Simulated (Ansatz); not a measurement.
Species: sum formula SiNH2F2 (charge 0, doublet). It need not be the lowest isomer of its formula. 
Geometry from a B3LYP-D3(BJ)/def2-TZVP (Ansatz, a program for electronic structure) optimisation:
SMILES: N[Si](F)F
```xyz
6

N     -1.5164    -0.0239     0.3406
Si     0.0543    -0.2448    -0.2994
F      0.9812    -0.7635     0.8992
F      0.5745     1.1935    -0.7745
H     -1.9435    -0.7639     0.8786
H     -2.2038     0.4886    -0.1926
```
Charge 0, spin multiplicity 2.

Basis-set convergence of Hartree-Fock and CCSD correlation energies (hartree) with Ansatz. Correlated levels leave the core frozen unless marked. UHF or UKS for open shells. Spin-orbit coupling is left out. No relativistic terms.

```json
[
 {"basis": "aug-cc-pV(D+d)Z", "functions": "119", "E(HF)": "-543.59006", "E(corr, CCSD)": "-0.68650"},
 {"basis": "aug-cc-pV(T+d)Z", "functions": "239", "E(HF)": "-543.68252", "E(corr, CCSD)": "-0.84052"},
 {"basis": "aug-cc-pV(Q+d)Z", "functions": "421", "E(HF)": "-543.70521", "E(corr, CCSD)": "-0.89481"}
]
```

Extrapolating the two largest sets (X = 3 and 4) as X^-3: E(corr) = (64·(-0.89481) - 27·(-0.84052))/37 = -0.9344 Eh, an estimate of the basis-set limit. The largest set recovers 95.8 % of it, the smallest 73.5 %.
